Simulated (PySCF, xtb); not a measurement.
AuCl, SMILES [Au][Cl], multiplicity 1.

GFN2-xTB run with xtb at its own geometry gives an orbital gap of 3.33 eV and a dipole moment of 4.43 D.

Geometry optimised at B3LYP-D3(BJ)/def2-TZVPD. The spin state was assumed, not searched. The def2 effective core potentials stand for the cores of Au; spin–orbit coupling is left out.

What does PBE0/def2-TZVPD (PySCF) give? (An estimate is asked for; the answer gives what the named calculation found.)

gap 4.16 eV (levels -8.04 and -3.88 eV), dipole 3.98 D.
